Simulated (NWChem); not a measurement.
**Correlation energy of thionyl fluoride (F₂OS)**

SMILES: O=S(F)F
```xyz
4

O     -1.3917    -0.3297     0.0000
S     -0.1604     0.4112     0.0000
F      0.7611    -0.2190     1.1690
F      0.7611    -0.2190    -1.1690
```
Charge 0, spin multiplicity 1.

Everything below was run with NWChem. The geometry was optimised at PBE0/def2-SVP, a minimum by its harmonic frequencies.

Basis set: 3-21G. Each correlation energy counts from its own Hartree-Fock reference.

The correlated methods keep 8 core orbitals frozen. No row is a measurement; the coupled-cluster row has its own basis-set and correlation limits.

**Question.** One of these methods gave a correlation energy of -443.0 mHa. Which?
A. SCS-MP2
B. CR-CCSD(T)
C. CR-CCSD[T]
D. MP2

**Answer.** D, MP2. The others give -428.0 (SCS-MP2), -452.0 (CR-CCSD[T]), -450.0 (CR-CCSD(T)).
